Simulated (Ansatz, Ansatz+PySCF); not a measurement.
```yaml
atoms:
  - { symbol: O, position_ang: [0.0000, 0.0000, -0.8912] }
  - { symbol: O, position_ang: [0.0000, 0.0000, 0.8912] }
  - { symbol: H, position_ang: [30.0000, 0.0000, -1.8220] }
  - { symbol: F, position_ang: [30.0000, 0.0000, 0.2024] }
```

Basis set: 6-31G (spherical functions). Left uncorrelated: 3 orbitals. Correlation on ROHF uses semicanonical orbitals with singles. Charge 0, multiplicity 3.

Computed with Ansatz (development build ahead of 0.2.0); each method stands on the lowest determinant of its kind that the runs found.

The atomization energy at this shape (free ground-state atoms in the same class of orbitals less the molecule, no zero-point energy) of triplet HO₂F:

| method | atomization energy |
| --- | --- |
| UHF | -69.8 kJ/mol |
| ROHF | -587.8 kJ/mol |
| ROHF-CCSD(T) | 276.9 kJ/mol |

**Question.** What does ROHF-MP2 give?

**Answer.** -183.6 kJ/mol. Caution: the shape is not the minimum. Caution for ROHF-MP2, ROHF, ROHF-CCSD(T): an unrestricted determinant lies well below. Caution for ROHF-MP2: another reference gives a lower total; forces differ strongly between restricted and unrestricted references. Caution for ROHF-MP2, ROHF-CCSD(T): large amplitudes, a single reference is doubtful. Caution for ROHF-MP2, ROHF: the molecule lies well above its atoms at this level. Caution for UHF: the unrestricted determinant is a mixture of spin states. Caution for ROHF-CCSD(T): the amplitudes may be one of several solutions.

This basis has no polarisation functions and is too small for such energies, which can lie far from measured ones in either direction.
